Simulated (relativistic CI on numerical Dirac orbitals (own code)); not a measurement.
# d7 in a ligand field

Computed with a parametric ligand-field model of a d^n configuration (Racah B and C, spin-orbit zeta, crystal field), exact diagonalisation.

Field parameters in Wybourne normalisation: Oh B⁴₀ = 21Dq, B⁴₄ = √(5/14) B⁴₀. The field is a parameter set, without covalency.

Question: Ground term and bands for B = 360, C = 1310, ζ = 0 cm⁻¹, Oh, 10Dq = 360 cm⁻¹?

Answer: Ground term 4T1 with 2.18 electrons in the two orbitals of the cubic e set. Spin-allowed: 4T2 292 cm⁻¹, 4A2 652 cm⁻¹, 4T1 5623 cm⁻¹ (1778 nm). Lowest spin-forbidden: 2E 5479 cm⁻¹ (1825 nm), 2T2 5507 cm⁻¹ (1816 nm), 2T1 5579 cm⁻¹ (1792 nm).

Question: Ground term and bands for B = 360, C = 1310, ζ = 0 cm⁻¹, Oh, 10Dq = 3240 cm⁻¹?

Answer: Ground term 4T1 with 2.08 electrons in the two orbitals of the cubic e set. Spin-allowed: 4T2 2814 cm⁻¹, 4A2 6054 cm⁻¹ (1652 nm), 4T1 7788 cm⁻¹ (1284 nm). Lowest spin-forbidden: 2E 3225 cm⁻¹ (3100 nm), 2T1 5841 cm⁻¹ (1712 nm), 2T2 5932 cm⁻¹ (1686 nm).

Question: Ground term and bands for B = 360, C = 1310, ζ = 0 cm⁻¹, Oh, 10Dq = 9000 cm⁻¹?

Answer: Ground term 2E with 1.04 electrons in the two orbitals of the cubic e set. Spin-allowed: 2T1 8123 cm⁻¹ (1231 nm), 2T2 8371 cm⁻¹ (1195 nm), 2T1 10456 cm⁻¹ (956 nm), 2T2 14995 cm⁻¹ (667 nm). Lowest spin-forbidden: 4T1 2449 cm⁻¹, 4T2 10739 cm⁻¹ (931 nm), 4T1 15429 cm⁻¹ (648 nm).

Question: Ground term and bands for B = 360, C = 1310, ζ = 0 cm⁻¹, Oh, 10Dq = 3960 cm⁻¹?

Answer: Ground term 4T1 with 2.07 electrons in the two orbitals of the cubic e set. Spin-allowed: 4T2 3478 cm⁻¹ (2875 nm), 4A2 7438 cm⁻¹ (1344 nm), 4T1 8397 cm⁻¹ (1191 nm). Lowest spin-forbidden: 2E 2527 cm⁻¹, 2T1 5818 cm⁻¹ (1719 nm), 2T2 5947 cm⁻¹ (1682 nm).

Question: Ground term and bands for B = 360, C = 1310, ζ = 0 cm⁻¹, Oh, 10Dq = 9720 cm⁻¹?

Answer: Ground term 2E with 1.03 electrons in the two orbitals of the cubic e set. Spin-allowed: 2T1 8823 cm⁻¹ (1133 nm), 2T2 9079 cm⁻¹ (1101 nm), 2T1 11189 cm⁻¹ (894 nm), 2T2 15967 cm⁻¹ (626 nm). Lowest spin-forbidden: 4T1 3164 cm⁻¹ (3161 nm), 4T2 12154 cm⁻¹ (823 nm), 4T1 16825 cm⁻¹ (594 nm).
